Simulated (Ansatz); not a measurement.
C3H8MgO, SMILES C[O][Mg][CH2]C. Atoms are numbered in the order given.

```xyz
13

Mg    -0.0420     0.1033    -0.0543
C     -0.5389    -1.3641     1.3637
C     -1.9803    -1.3510     1.8774
H      0.1622    -1.2642     2.2130
H     -0.3074    -2.3518     0.9233
H     -2.7142    -1.4956     1.0669
H     -2.2403    -0.3981     2.3682
H     -2.1737    -2.1469     2.6192
O      0.3825     1.3456    -1.2563
C      0.7116     2.3010    -2.1817
H      0.5899     3.3304    -1.7863
H      1.7651     2.2161    -2.5190
H      0.0832     2.2382    -3.0940
```
Charge 0, spin multiplicity 1.

Coordinates come from a PBE0-D3(BJ)/def2-SVP optimisation. The structure was generated by enumeration; whether it is a known compound was not checked. One conformer was computed; it need not be the lowest.

Two levels are set side by side: PBE-D3(BJ)/def2-SVP (Ansatz, a program for electronic structure) and PBE0-D3(BJ)/def2-SVP (Ansatz). Each level has its own optimised geometry; the coordinates shown are those of the second. Differences are taken from unrounded values.

| quantity | PBE0-D3(BJ) |
|---|---|
| mean bond length (Å) | 1.303 |
| bond Mg1–C2 (Å) | 2.100 |
| bond Mg1–O9 (Å) | 1.780 |
| bond C2–C3 (Å) | 1.530 |
| bond O9–C10 (Å) | 1.370 |
| bond C2–H4 (Å) | 1.106 |
| bond C2–H5 (Å) | 1.106 |
| bond C3–H6 (Å) | 1.103 |
| bond C3–H7 (Å) | 1.103 |
| bond C3–H8 (Å) | 1.105 |
| bond C10–H11 (Å) | 1.109 |
| bond C10–H12 (Å) | 1.109 |
| bond C10–H13 (Å) | 1.109 |

**Question.** What does PBE-D3(BJ) give, and how far is it from PBE0-D3(BJ)? (The exact figures need the calculation; the answer reports its results.)

**Answer.** 
| quantity | PBE-D3(BJ) | PBE-D3(BJ) minus PBE0-D3(BJ) |
|---|---|---|
| mean bond length (Å) | 1.312 | 0.010 |
| bond Mg1–C2 (Å) | 2.112 | 0.012 |
| bond Mg1–O9 (Å) | 1.796 | 0.016 |
| bond C2–C3 (Å) | 1.538 | 0.008 |
| bond O9–C10 (Å) | 1.382 | 0.011 |
| bond C2–H4 (Å) | 1.113 | 0.008 |
| bond C2–H5 (Å) | 1.113 | 0.008 |
| bond C3–H6 (Å) | 1.111 | 0.008 |
| bond C3–H7 (Å) | 1.111 | 0.008 |
| bond C3–H8 (Å) | 1.114 | 0.009 |
| bond C10–H11 (Å) | 1.119 | 0.009 |
| bond C10–H12 (Å) | 1.119 | 0.009 |
| bond C10–H13 (Å) | 1.119 | 0.009 |

Exact exchange shortens and stiffens bonds; PBE has none. Differences between two approximate levels are no errors against the true value.
